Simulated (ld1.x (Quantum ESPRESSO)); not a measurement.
**Before and after: TM potential for gallium (Ga)**

ld1.x (Quantum ESPRESSO) 7.5 input, shortened:

```
&input
   title='Ga', zed=31., rel=1, dft='PBESOL', iswitch=3,
   config='[Ar] 3d10 4s2 4p1 4d-2'
 /
 &inputp
   pseudotype=2, tm=.true., lloc=0,
   nlcc=.true., new_core_ps=.true., rcore=1.45
 /
3
4P  2  1   1.00   0.00  1.90  1.90  0.0
4D  3  2  -2.00   0.10  1.85  1.85  0.0
4S  1  0   2.00   0.00  2.00  2.00  0.0
 &test
   configts(1)='4s2 4p1'
 /
```

Change: all radii but the core radius scaled by about 1.04 (s 2.08, p 1.98, d 1.92 bohr).

Cutoffs: the cutoffs (Ry, on a coarse ladder) from which the occupation-weighted sum of valence levels, in a spherical-Bessel basis at the reference potential, stays within 10 and 1 mRy of its value at 400 Ry; they do not see the model core or the augmentation charge, which bear on the density cutoff. Errors are all-electron minus pseudo energies relative to the spin-unpolarised reference configuration.

Question: How do hardness, ghosts and transferability respond?

Answer: The potential gets softer (15 Ry and 35 Ry → 12 Ry and 30 Ry); both files keep a bound ghost (d); the errors of the 7 common tests hardly move. A larger radius leaves more room for a smooth pseudo-wave, so fewer plane waves are needed.

| quantity | base | changed |
| --- | --- | --- |
| cutoff, loose | 15 Ry | 12 Ry |
| cutoff, tight | 35 Ry | 30 Ry |
| bound ghosts | d | d |
| error for 4s2 4p0, meV [ΔE 5.68 eV] | -12 | -12 |
| error for 4s1 4p0, meV [ΔE 26.82 eV] | -189 | -189 |
| error for 4s2 4p0.5, meV [ΔE 2.03 eV] | -1.8 | -1.8 |
| error for 4s2 4p1.3, meV [ΔE -0.53 eV] | -0.1 | -0.1 |
| error for 4s1 4p2, meV [ΔE 6.55 eV] | -21 | -22 |
| error for 4s0 4p3, meV [ΔE 13.39 eV] | -83 | -92 |
| error for 4s1 4p1, meV [ΔE 13.08 eV] | -54 | -55 |

 A true bound ghost makes a file unfit for plane-wave use even where its test errors are small: the radial tests pick states by their node count and pass the ghost by.
